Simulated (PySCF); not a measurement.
PySCF job for 4-fluoro-2,3-dihydrofuran (C₄H₅FO), SMILES C1CC(F)=CO1, r2SCAN-D4/def2-SVP. Coordinates come from a r2SCAN-D4/def2-SVP optimisation. The geometry has at least one imaginary mode, so it is a saddle point at that level. Other conformers were not sampled.

```python
import numpy as np
from pyscf import gto, scf, dft, df
from pyscf.hessian import thermo

mol = gto.M(
    atom='''
    F    -0.01495074   -2.10341564   -0.00000000
    C     0.03725501   -0.76890376   -0.00000000
    C     1.13717173   -0.00430241    0.00000000
    O     0.86690314    1.33171014    0.00000000
    C    -0.57593336    1.48283989    0.00000000
    C    -1.20294159    0.06940986   -0.00000000
    H     2.18970285   -0.28670667    0.00000000
    H    -0.84981878    2.06730583    0.89246581
    H    -0.84981878    2.06730583   -0.89246582
    H    -1.83202225   -0.12255340    0.88798025
    H    -1.83202225   -0.12255340   -0.88798024
    ''',
    basis='def2-SVP',
    charge=0,
    spin=0,
    max_memory=1600,
    verbose=3,
)
mf = dft.RKS(mol, xc='r2scan').density_fit(auxbasis='def2-universal-jkfit')
mf.disp = 'd4'
mf.grids.level = 4
mf.conv_tol = 1e-11
mf.max_cycle = 100
mf.kernel()

# [left out here: the lines that compute and print the analytic Hessian (its translational invariance restored by hand, since the grid's response is missing), thermochemistry and intensities]
```

Program output:

```
[...]
       8   H                 0.01 -0.34 -0.16   -0.02 -0.22 -0.09    0.04 -0.08  0.01
       9   H                -0.26 -0.24 -0.19   -0.15 -0.18 -0.11    0.12  0.00 -0.00
      10   H                 0.26  0.24 -0.19    0.15  0.18 -0.11    0.12  0.00  0.00
Mode                                 9                  10                  11
Irrep
Freq [cm^-1]                      942.6318            994.2581           1060.7873
Reduced mass [au]                   2.6303              2.6750              1.5785
Force const [Dyne/A]                1.3770              1.5580              1.0465
Char temp [K]                    1356.2372           1430.5161           1526.2367
Normal mode                   x     y     z       x     y     z       x     y     z
       0   F                -0.01 -0.03  0.00   -0.01  0.00  0.00    0.00  0.00  0.01
       1   C                 0.03  0.01  0.00    0.02  0.00  0.00   -0.00 -0.00 -0.09
       2   C                 0.06  0.07 -0.00    0.02  0.02 -0.00    0.00 -0.00  0.00
       3   O                -0.06 -0.01  0.00   -0.05 -0.03 -0.00   -0.00  0.00  0.02
       4   C                 0.09 -0.13 -0.00    0.11  0.12  0.00    0.00  0.00 -0.09
       5   C                -0.09  0.07 -0.00   -0.10 -0.12 -0.00   -0.00 -0.00  0.13
       6   H                 0.13  0.32  0.00    0.07  0.21  0.00    0.00  0.00  0.09
       7   H                 0.09 -0.11 -0.01    0.19  0.18 -0.00    0.09 -0.24  0.09
       8   H                 0.09 -0.11  0.01    0.19  0.18  0.00   -0.09  0.24  0.09
       9   H                -0.13  0.25  0.01   -0.06 -0.25  0.01   -0.41  0.20 -0.12
      10   H                -0.13  0.25 -0.01   -0.06 -0.25 -0.01    0.41 -0.20 -0.12
Mode                                12                  13                  14
Irrep
Freq [cm^-1]                     1152.1355           1184.0861           1237.0139
Reduced mass [au]                   3.6841              1.2236              1.8782
Force const [Dyne/A]                2.8813              1.0108              1.6934
Char temp [K]                    1657.6664           1703.6363           1779.7876
Normal mode                   x     y     z       x     y     z       x     y     z
       0   F                -0.00  0.00  0.00    0.00 -0.00  0.00   -0.00  0.07 -0.00
       1   C                 0.02 -0.00 -0.00   -0.00  0.00 -0.04    0.02 -0.12  0.00
       2   C                -0.10  0.14  0.00    0.00 -0.00 -0.01   -0.01 -0.05 -0.00
       3   O                 0.08 -0.12 -0.00   -0.00  0.00 -0.03    0.02  0.02 -0.00
       4   C                -0.08 -0.01  0.00    0.00 -0.00  0.11   -0.01  0.05 -0.00
       5   C                 0.03 -0.00  0.00   -0.00  0.00 -0.03    0.01 -0.12  0.00
       6   H                -0.03  0.38 -0.00   -0.00 -0.00  0.07    0.07  0.21  0.00
       7   H                 0.16  0.06  0.02   -0.32  0.15 -0.08   -0.10  0.02 -0.01
       8   H                 0.16  0.06 -0.02    0.32 -0.15 -0.08   -0.10  0.02  0.01
       9   H                 0.02  0.03 -0.00   -0.08  0.51  0.02   -0.18  0.42 -0.02
      10   H                 0.02  0.03  0.00    0.08 -0.51  0.02   -0.18  0.42  0.02
Mode                                15                  16                  17
Irrep
Freq [cm^-1]                     1241.7334           1255.5448           1354.9049
Reduced mass [au]                   1.0561              1.3421              4.2481
Force const [Dyne/A]                0.9594              1.2465              4.5948
Char temp [K]                    1786.5779           1806.4494           1949.4065
Normal mode                   x     y     z       x     y     z       x     y     z
       0   F                -0.00  0.00  0.00    0.01  0.01 -0.00   -0.00  0.06  0.00
       1   C                 0.00 -0.00 -0.01   -0.09 -0.02 -0.00    0.10 -0.17  0.00
       2   C                -0.00 -0.00  0.00   -0.00 -0.09  0.00   -0.06 -0.03  0.00
       3   O                 0.00  0.00  0.03    0.04  0.02  0.00    0.00  0.05 -0.00
       4   C                -0.00  0.00  0.01    0.02  0.01  0.00   -0.01 -0.05 -0.00
       5   C                 0.00 -0.00 -0.05   -0.00  0.06 -0.00   -0.06  0.10  0.00
       6   H                 0.00  0.00 -0.01    0.20  0.67 -0.00   -0.07 -0.04 -0.00
       7   H                 0.57  0.27  0.01   -0.22 -0.12  0.01    0.19  0.08 -0.03
       8   H                -0.57 -0.27  0.01   -0.22 -0.12 -0.01    0.19  0.08  0.03
       9   H                 0.01  0.26  0.01    0.07 -0.22 -0.00    0.02 -0.19 -0.00
      10   H                -0.01 -0.26  0.01    0.07 -0.22  0.00    0.02 -0.19  0.00
Mode                                18                  19                  20
Irrep
Freq [cm^-1]                     1395.5019           1465.6040           1492.7677
Reduced mass [au]                   1.7492              1.0987              1.1015
Force const [Dyne/A]                2.0070              1.3904              1.4462
Char temp [K]                    2007.8166           2108.6779           2147.7604
Normal mode                   x     y     z       x     y     z       x     y     z
       0   F                -0.01  0.01 -0.00   -0.00 -0.00  0.00   -0.00 -0.00  0.00
       1   C                 0.10 -0.03 -0.00    0.01  0.00  0.00   -0.00  0.01 -0.00
       2   C                -0.04  0.08 -0.00   -0.01 -0.00  0.00   -0.00  0.02 -0.00
       3   O                 0.02 -0.07 -0.00    0.01 -0.01 -0.00    0.01 -0.02 -0.00
       4   C                 0.07  0.06  0.00    0.01 -0.02  0.00    0.03 -0.07 -0.00
       5   C                -0.06  0.03 -0.00   -0.07 -0.03 -0.00    0.03  0.01  0.00
       6   H                -0.11 -0.17  0.00   -0.01  0.01 -0.00   -0.01 -0.01 -0.00
       7   H                -0.42 -0.25  0.05   -0.13  0.19 -0.17   -0.25  0.41 -0.37
       8   H                -0.42 -0.25 -0.05   -0.13  0.19  0.17   -0.25  0.41  0.37
       9   H                -0.05 -0.05 -0.01    0.45  0.15  0.38   -0.21 -0.08 -0.18
      10   H                -0.05 -0.05  0.01    0.45  0.15 -0.38   -0.21 -0.08  0.18
Mode                                21                  22                  23
Irrep
Freq [cm^-1]                     1759.7378           3018.3145           3058.8854
Reduced mass [au]                   7.4800              1.0599              1.0603
Force const [Dyne/A]               13.6474              5.6890              5.8451
Char temp [K]                    2531.8709           4342.6825           4401.0550
Normal mode                   x     y     z       x     y     z       x     y     z
       0   F                 0.01  0.03 -0.00   -0.00  0.00  0.00    0.00  0.00  0.00
       1   C                -0.15 -0.14  0.00   -0.00 -0.00 -0.00    0.00 -0.00 -0.00
       2   C                 0.13  0.13 -0.00    0.00  0.00  0.00   -0.00 -0.00  0.00
       3   O                -0.01 -0.02  0.00    0.00 -0.00  0.00   -0.00  0.00  0.00
       4   C                -0.00  0.01 -0.00    0.00 -0.01  0.00   -0.03  0.06 -0.00
       5   C                 0.01  0.01 -0.00   -0.06 -0.02  0.00   -0.01 -0.00  0.00
       6   H                 0.09 -0.18  0.00    0.00 -0.00 -0.00    0.01 -0.00 -0.00
       7   H                -0.02  0.00 -0.00   -0.02  0.05  0.08    0.16 -0.34 -0.56
       8   H                -0.02  0.00  0.00   -0.02  0.05 -0.08    0.16 -0.34  0.56
       9   H                 0.07 -0.05  0.03    0.37  0.11 -0.56    0.05  0.02 -0.08
      10   H                 0.07 -0.05 -0.03    0.37  0.11  0.56    0.05  0.02  0.08
Mode                                24                  25                  26
Irrep
Freq [cm^-1]                     3059.9770           3116.7982           3259.8483
Reduced mass [au]                   1.1084              1.1125              1.1002
Force const [Dyne/A]                6.1150              6.3675              6.8883
Char temp [K]                    4402.6255           4484.3787           4690.1959
Normal mode                   x     y     z       x     y     z       x     y     z
       0   F                 0.00  0.00  0.00   -0.00 -0.00 -0.00    0.00  0.00  0.00
       1   C                 0.00 -0.00  0.00    0.00  0.00  0.00   -0.01 -0.01 -0.00
       2   C                -0.00 -0.00 -0.00   -0.00  0.00 -0.00    0.09 -0.02  0.00
       3   O                -0.00  0.00 -0.00    0.00 -0.00  0.00   -0.00  0.00  0.00
       4   C                -0.00  0.00  0.02    0.00 -0.00 -0.09   -0.00  0.00 -0.00
       5   C                -0.00 -0.00 -0.09   -0.00 -0.00 -0.01   -0.00 -0.00 -0.00
       6   H                 0.00 -0.00 -0.00    0.00 -0.00 -0.00   -0.92  0.24 -0.00
       7   H                 0.03 -0.06 -0.09   -0.16  0.35  0.53    0.00 -0.00 -0.01
       8   H                -0.03  0.06 -0.09    0.16 -0.35  0.53    0.00 -0.00  0.01
       9   H                -0.38 -0.11  0.53   -0.06 -0.02  0.09    0.00  0.00 -0.00
      10   H                 0.38  0.11  0.53    0.06  0.02  0.09    0.00  0.00  0.00
temperature 298.1500 [K]
pressure 101325.00 [Pa]
Rotational constants [GHz] 7.78483 3.20426 2.33703
Symmetry number 1
Zero-point energy (ZPE) 0.08448 [Eh]   221790.062 [J/mol]
                           tot       elec      trans        rot        vib
Entropy [J/mol/K]       294.994      0.000    164.597    109.261     21.136
Cv [J/mol/K]             69.324      0.000     12.472     12.472     44.380
Cp [J/mol/K]             77.638      0.000     20.786     12.472     44.380
Internal energy [J/mol]                      3718.434   3718.434 226242.342
Internal energy [Eh]   -329.94038  -330.02938
Enthalpy [J/mol]                             6197.391   3718.434 226242.342
Enthalpy [Eh]          -329.93943
Gibbs free energy [J/mol]                  -42877.297 -28857.674 219940.736
Gibbs free energy [Eh] -329.97293
static polarisability / bohr^3: [[49.922  1.88  -0.   ]
 [ 1.881 46.837 -0.   ]
 [ 0.    -0.    31.545]]
largest difference of analytic and finite-field dipole derivatives / e: 0.0008472534057605008
mode   freq/cm-1   IR/(km/mol)   Raman/(A^4/amu)   depolarisation
   1     -105.06         0.473             0.339            0.750
   2      309.14         0.488             0.102            0.750
   3      386.46         7.122             1.335            0.747
   4      414.20        14.608             5.361            0.750
   5      601.04         6.190             5.001            0.588
   6      745.46         4.549             3.847            0.328
   7      826.31         8.869             1.311            0.750
   8      835.39        18.837             2.528            0.750
   9      911.89        18.361             9.352            0.152
  10      942.63        30.698             1.001            0.692
  11      994.26        17.896             9.182            0.417
  12     1060.79         0.000             1.927            0.750
  13     1152.14       115.145             2.134            0.404
  14     1184.09         2.598             5.803            0.750
  15     1237.01        34.075             3.704            0.445
  16     1241.73         0.012             7.308            0.750
  17     1255.54        15.740             4.535            0.707
  18     1354.90       175.716             2.749            0.349
  19     1395.50         1.520             2.948            0.435
  20     1465.60         1.186            31.860            0.611
  21     1492.77         3.481            12.730            0.453
  22     1759.74         6.530            20.308            0.142
  23     3018.31        38.892           160.931            0.157
  24     3058.89        42.474           150.820            0.066
  25     3059.98         8.093           119.416            0.750
  26     3116.80        24.638            89.771            0.750
  27     3259.85         3.495           116.031            0.290
max |gradient| / (hartree/bohr): 0.00033271601595785525
APT charges: [-0.5141  0.4668  0.2835 -0.6489  0.3895  0.0017  0.0914 -0.0219 -0.0219
 -0.0154 -0.0154]
```

Self-consistency was reached. The end point has an imaginary mode, so it is no minimum.
